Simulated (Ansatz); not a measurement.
`CN(C)c1ccc(-c2ccc(-c3ccc(-c4ccc(-c5ccc(-c6ccc(C#N)[te]6)[te]5)[te]4)[te]3)[te]2)[te]1` with charge -1. Total charge -1; doublet. Geometry r2SCAN-D4/def2-SVP; atoms count from 1.

Cartesian coordinates in Å:
```
C 2.4577 -3.4654 11.3066
N 3.3620 -2.7609 10.4290
C 4.6814 -2.3762 10.8609
C 2.9216 -2.4376 9.1724
C 1.6840 -2.7171 8.6182
C 1.4302 -2.2916 7.2837
C 2.3934 -1.6141 6.5563
C 2.3480 -1.1073 5.2326
C 3.3271 -0.4260 4.5152
C 3.0825 -0.0043 3.1943
C 1.8440 -0.2698 2.6008
C 1.4096 0.0686 1.2955
C 2.1350 0.7462 0.3058
C 1.5488 1.0027 -0.9399
C 0.2393 0.5780 -1.2079
C -0.5218 0.7301 -2.3756
C -1.8311 0.2981 -2.6337
C -2.4233 0.5468 -3.8745
C -1.7129 1.2293 -4.8734
C -2.1255 1.5696 -6.1682
C -1.4161 2.2524 -7.1696
C -2.0142 2.4967 -8.4092
C -3.3224 2.0651 -8.6625
C -4.0918 2.2138 -9.8290
C -5.4018 1.7789 -10.0806
C -5.9952 2.0272 -11.3282
C -5.2718 2.7082 -12.3051
C -5.6918 3.0429 -13.5952
N -6.0237 3.3342 -14.6837
Te -3.3550 3.1923 -11.5669
Te -4.0559 1.0836 -6.9232
Te 0.2173 1.7139 -4.1130
Te -0.5037 -0.4044 0.5265
Te 0.6404 -1.3151 3.9938
Te 4.1228 -1.3977 7.7785
H 2.9507 -3.6557 12.2689
H 2.1494 -4.4366 10.8741
H 1.5357 -2.8818 11.4952
H 4.8542 -2.7306 11.8858
H 5.4672 -2.8135 10.2131
H 4.8143 -1.2756 10.8535
H 0.9145 -3.2500 9.1836
H 0.4580 -2.4996 6.8196
H 4.2980 -0.2200 4.9862
H 3.8561 0.5302 2.6335
H 3.1587 1.0781 0.5096
H 2.1107 1.5342 -1.7182
H -2.3863 -0.2373 -1.8531
H -3.4472 0.2078 -4.0766
H -0.3919 2.5912 -6.9710
H -1.4600 3.0312 -9.1919
H -5.9538 1.2440 -9.2988
H -7.0155 1.6932 -11.5440
```

In the def2 sets Te takes a core potential; there is no spin–orbit coupling. Single mean-field runs in def2-SVP are fitted with def2-universal-jkfit.

Q: Estimate the Mulliken populations of the heavy atoms from the PBE0/def2-SVP orbitals of Ansatz.

A: 
```json
{"atom": "C1", "charge (e)": "0.07", "spin (α − β)": "0.00"}
{"atom": "N2", "charge (e)": "-0.38", "spin (α − β)": "0.02"}
{"atom": "C3", "charge (e)": "0.05", "spin (α − β)": "0.00"}
{"atom": "C4", "charge (e)": "-0.05", "spin (α − β)": "0.07"}
{"atom": "C5", "charge (e)": "-0.07", "spin (α − β)": "-0.04"}
{"atom": "C6", "charge (e)": "-0.03", "spin (α − β)": "0.13"}
{"atom": "C7", "charge (e)": "-0.16", "spin (α − β)": "-0.09"}
{"atom": "C8", "charge (e)": "-0.16", "spin (α − β)": "0.17"}
{"atom": "C9", "charge (e)": "-0.04", "spin (α − β)": "-0.11"}
{"atom": "C10", "charge (e)": "-0.02", "spin (α − β)": "0.16"}
{"atom": "C11", "charge (e)": "-0.17", "spin (α − β)": "-0.12"}
{"atom": "C12", "charge (e)": "-0.18", "spin (α − β)": "0.18"}
{"atom": "C13", "charge (e)": "-0.01", "spin (α − β)": "-0.11"}
{"atom": "C14", "charge (e)": "-0.04", "spin (α − β)": "0.13"}
{"atom": "C15", "charge (e)": "-0.16", "spin (α − β)": "-0.07"}
{"atom": "C16", "charge (e)": "-0.17", "spin (α − β)": "0.12"}
{"atom": "C17", "charge (e)": "-0.03", "spin (α − β)": "-0.05"}
{"atom": "C18", "charge (e)": "-0.03", "spin (α − β)": "0.06"}
{"atom": "C19", "charge (e)": "-0.17", "spin (α − β)": "0.02"}
{"atom": "C20", "charge (e)": "-0.16", "spin (α − β)": "0.05"}
{"atom": "C21", "charge (e)": "-0.04", "spin (α − β)": "0.03"}
{"atom": "C22", "charge (e)": "-0.02", "spin (α − β)": "-0.02"}
{"atom": "C23", "charge (e)": "-0.18", "spin (α − β)": "0.10"}
{"atom": "C24", "charge (e)": "-0.14", "spin (α − β)": "-0.02"}
{"atom": "C25", "charge (e)": "-0.07", "spin (α − β)": "0.11"}
{"atom": "C26", "charge (e)": "0.07", "spin (α − β)": "-0.06"}
{"atom": "C27", "charge (e)": "-0.36", "spin (α − β)": "0.14"}
{"atom": "C28", "charge (e)": "-0.09", "spin (α − β)": "-0.04"}
{"atom": "N29", "charge (e)": "-0.07", "spin (α − β)": "0.07"}
{"atom": "Te30", "charge (e)": "0.29", "spin (α − β)": "0.04"}
{"atom": "Te31", "charge (e)": "0.23", "spin (α − β)": "0.05"}
{"atom": "Te32", "charge (e)": "0.23", "spin (α − β)": "0.05"}
{"atom": "Te33", "charge (e)": "0.22", "spin (α − β)": "0.04"}
{"atom": "Te34", "charge (e)": "0.24", "spin (α − β)": "0.02"}
{"atom": "Te35", "charge (e)": "0.21", "spin (α − β)": "0.00"}
```
Mulliken values depend strongly on the basis.

Q: Where does the spin sit?

A: Summed by element: C 0.71, N 0.09, Te 0.20, H -0.01, of 1 unpaired in all. Largest on single atoms: C12 0.18, C8 0.17, C10 0.16.

Q: And the Mayer bond orders between heavy atoms (over 0.3)?

A: C1–N2 1.00 (1.44 Å); N2–C3 1.00 (1.44 Å); N2–C4 1.15 (1.37 Å); C4–C5 1.50 (1.38 Å); C4–Te35 1.04 (2.11 Å); C5–C6 1.25 (1.42 Å); C6–C7 1.52 (1.38 Å); C7–C8 1.27 (1.42 Å); C7–Te35 0.99 (2.13 Å); C8–C9 1.45 (1.39 Å); C8–Te34 1.01 (2.12 Å); C9–C10 1.34 (1.41 Å); C10–C11 1.44 (1.40 Å); C11–C12 1.32 (1.42 Å); C11–Te34 1.03 (2.12 Å); C12–C13 1.40 (1.40 Å); C12–Te33 1.02 (2.12 Å); C13–C14 1.40 (1.40 Å); C14–C15 1.36 (1.40 Å); C15–C16 1.39 (1.40 Å); C15–Te33 1.00 (2.13 Å); C16–C17 1.35 (1.40 Å); C16–Te32 1.00 (2.13 Å); C17–C18 1.43 (1.40 Å); C18–C19 1.35 (1.40 Å); C19–C20 1.41 (1.40 Å); C19–Te32 0.99 (2.13 Å); C20–C21 1.35 (1.40 Å); C20–Te31 1.00 (2.13 Å); C21–C22 1.43 (1.40 Å); C22–C23 1.37 (1.40 Å); C23–C24 1.37 (1.41 Å); C23–Te31 0.99 (2.13 Å); C24–C25 1.38 (1.40 Å); C24–Te30 1.02 (2.13 Å); C25–C26 1.37 (1.40 Å); C26–C27 1.44 (1.39 Å); C27–C28 1.31 (1.40 Å); C27–Te30 0.99 (2.11 Å); C28–N29 2.88 (1.17 Å).
